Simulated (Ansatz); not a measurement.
MF4 with several metals: binding per atom (eV) at several levels, gas phase, relaxed structures; Ansatz. Core potentials for Hf, Zr in the def2 sets, no spin–orbit coupling. Binding counts from free atoms in the multiplicity of their measured ground term, without zero-point energy. A dash marks a value that wasn't run or was left out as unsound. The structures are stationary points that may keep the symmetry of their start. Correlated methods freeze inner cores and use unrestricted references for open shells.

| species | state | geometry | PBE0-D4/def2-SVP | PBE0-D4/def2-TZVP | PBE0-D4/def2-TZVPD | ωB97M-V/def2-TZVP | MP2/def2-TZVP | CCSD(T)/def2-TZVPP |
| --- | --- | --- | --- | --- | --- | --- | --- | --- |
| HfF4 | singlet | PBE0-D4/def2-SVP | 5.41 | 5.36 | 5.36 | 5.42 | 5.66 | 5.41 |
| TiF4 | singlet | PBE-D4/def2-SVP | 4.88 | 4.84 | 4.85 | 4.82 | 5.09 | 4.80 |

Estimate the rows for ZrF4 (singlet, PBE-D4/def2-SVP geometry).


```tsv
species	state	geometry	PBE0-D4/def2-SVP	PBE0-D4/def2-TZVP	PBE0-D4/def2-TZVPD	ωB97M-V/def2-TZVP	MP2/def2-TZVP	CCSD(T)/def2-TZVPP
ZrF4	singlet	PBE-D4/def2-SVP	5.43	5.31	5.31	–	5.57	5.30
```
